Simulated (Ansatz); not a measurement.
C2H9AlOS, SMILES `[CH3][Al-]([CH3])([OH])[SH2+]`. Charge 0, multiplicity 1.

```xyz
14

C     1.508   -1.311    0.212
Al    0.103    0.035    0.472
C    -1.792   -0.378    0.192
O     0.397    1.370    1.527
S     0.495    1.534   -1.648
H     1.520   -2.030    1.039
H     1.354   -1.892   -0.703
H     2.510   -0.873    0.157
H    -2.415    0.521    0.179
H    -2.171   -1.010    1.002
H    -1.971   -0.925   -0.740
H     1.240    1.484    1.962
H    -0.357    2.449   -1.158
H    -0.421    1.025   -2.490
```

**Question.** Give the diagnostics of a CCSD(T)/def2-TZVPP run (frozen core, Ansatz). (An estimate is asked.)

**Answer.** Computed: T1 = 0.0106, largest single amplitude 0.013, largest double 0.032, (T) share of the correlation energy 3.6 %, 9 CCSD cycles. The RHF solution is stable towards an unrestricted one. T1 lies under the customary mark of 0.02 for closed shells.
